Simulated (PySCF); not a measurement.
**Electron correlation in Se³⁺ (selenium, charge +3)**

[Ar] 3d10 4s2 4p1, 2P determinant. All numbers are calculated (PySCF 2.14, scalar relativity by spin-free X2C-1e, in x2c-TZVPall (6s5p4d1f, 48 functions)). Frozen: [Ar] 3d10; 3 electrons correlated.

MP2 pair energies summed by pair of shells (mhartree):

```
 pair  energy  share (%)
4s-4s  -23.34       55.1
4s-4p  -19.02       44.9
```

Total MP2 correlation energy: -42.37 mhartree.

Same-spin part -2.72 and opposite-spin part -39.65 mhartree; SCS-MP2 scales them by 1/3 and 6/5 to -48.48 mhartree.

```json
{"level": "CCSD", "correlation energy (mhartree)": "-56.80"}
{"level": "(T)", "correlation energy (mhartree)": "-0.67"}
{"level": "CCSD(T)", "correlation energy (mhartree)": "-57.47"}
```

Diagnostics: T1 = 0.0074, D1 = 0.0171, largest double amplitude 0.094.

Cost of the coupled-cluster step: 0.5 s of wall time on 1 thread of Neoverse-V1 (shared host), for 3 correlated electrons.

Iterations:

```
CC2 = 0
CCSD nocc = (np.int64(2), np.int64(1)), nmo = (34, 34)
frozen orbitals [[0, 1, 2, 3, 4, 5, 6, 7, 8, 9, 10, 11, 12, 13], [0, 1, 2, 3, 4, 5, 6, 7, 8, 9, 10, 11, 12, 13]]
max_cycle = 100
direct = 0
conv_tol = 1e-08
conv_tol_normt = 1e-06
diis_space = 8
diis_start_cycle = 0
Init t2, MP2 energy = -0.0423658313121029
Init E_corr(UCCSD) = -0.0423658313129413
cycle = 1  E_corr(UCCSD) = -0.0520680738602792  dE = -0.00970224255  norm(t1,t2) = 0.0399322
cycle = 2  E_corr(UCCSD) = -0.0550284698554983  dE = -0.002960396  norm(t1,t2) = 0.0152493
cycle = 3  E_corr(UCCSD) = -0.0568098048237261  dE = -0.00178133497  norm(t1,t2) = 0.00634922
cycle = 4  E_corr(UCCSD) = -0.0567938062808789  dE = 1.59985428e-05  norm(t1,t2) = 0.000595983
cycle = 5  E_corr(UCCSD) = -0.0567997272367143  dE = -5.92095584e-06  norm(t1,t2) = 5.64534e-05
cycle = 6  E_corr(UCCSD) = -0.056798495491548  dE = 1.23174517e-06  norm(t1,t2) = 7.22031e-06
cycle = 7  E_corr(UCCSD) = -0.0567989504129752  dE = -4.54921427e-07  norm(t1,t2) = 1.57694e-06
cycle = 8  E_corr(UCCSD) = -0.0567988219975824  dE = 1.28415393e-07  norm(t1,t2) = 4.03902e-07
cycle = 9  E_corr(UCCSD) = -0.0567988252399146  dE = -3.24233222e-09  norm(t1,t2) = 4.73431e-08
UCCSD converged
E(UCCSD) = -2425.904113799964  E_corr = -0.05679882523991459
UCCSD(T) correction = -0.000671332225112058
```
